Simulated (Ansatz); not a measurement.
Relaxation of CH2AlFSi (6 atoms, charge 0, multiplicity 1), to a largest force component of 0.015 eV/Å in at most 40 steps.

Computed with Ansatz, RKS PBE-D4/STO-3G.

```xyz
6
Properties=species:S:1:pos:R:3:forces:R:3
F 2.140 -2.566 1.329 0.33 -0.71 0.08
C 1.247 -1.888 0.598 -1.57 3.47 -0.48
Si 0.646 -0.280 0.475 0.57 -1.47 0.15
Al -0.926 1.202 -0.540 -0.79 -0.38 -0.79
H -0.741 2.027 -1.862 0.47 -0.57 0.84
H -2.367 1.504 0.000 1.01 -0.36 0.20
```

Where does it end, and by what steps?

The forces met the threshold. The force dipped under the threshold on the way, but the program's further checks kept it going. Limits of this set-up: minimal basis. After 22 steps the energy has fallen by 1.871 eV; F1 moved furthest, 2.07 Å. Joined: C2–Al4 (3.95 → 2.05 Å).

| step | energy less start (eV) | largest force component (eV/Å) | accepted |
| --- | --- | --- | --- |
| 0 | 0.0000 | 3.474 | yes |
| 1 | -0.5177 | 1.570 | yes |
| 2 | -0.6913 | 1.071 | yes |
| 3 | -0.8629 | 0.436 | yes |
| 4 | -0.9607 | 0.821 | yes |
| 5 | -1.0601 | 0.217 | yes |
| 6 | -1.1621 | 0.540 | yes |
| 7 | -1.2930 | 0.602 | yes |
| 8 | -1.4480 | 0.550 | yes |
| 9 | -1.5906 | 0.505 | yes |
| 10 | -1.6653 | 0.563 | yes |
| 11 | -1.6797 | 0.392 | yes |
| 12 | -1.6853 | 0.375 | yes |
| 13 | -1.7038 | 0.258 | yes |
| 14 | -1.7234 | 0.438 | yes |
| 15 | -1.7544 | 0.701 | yes |
| 16 | -1.7932 | 0.481 | yes |
| 17 | -1.8183 | 0.948 | yes |
| 18 | -1.8594 | 0.425 | yes |
| 19 | -1.8704 | 0.073 | yes |
| 20 | -1.8710 | 0.011 | yes |
| 21 | -1.8712 | 0.022 | yes |
| 22 | -1.8712 | 0.001 | yes |

```xyz
6
Properties=species:S:1:pos:R:3
F 0.200 -1.950 0.971
C 0.733 -0.749 0.635
Si 1.759 0.560 0.447
Al -0.454 0.539 -0.427
H -0.530 1.905 -1.091
H -1.708 -0.306 -0.534
```

Whether the end is a true minimum wasn't checked by a vibrational analysis.

Time of the run: 80 s on 1 thread of Intel(R) Xeon(R) Processor @ 2.50GHz (Skylake/Cascade Lake) (shared host), peak memory 0.14 GiB.
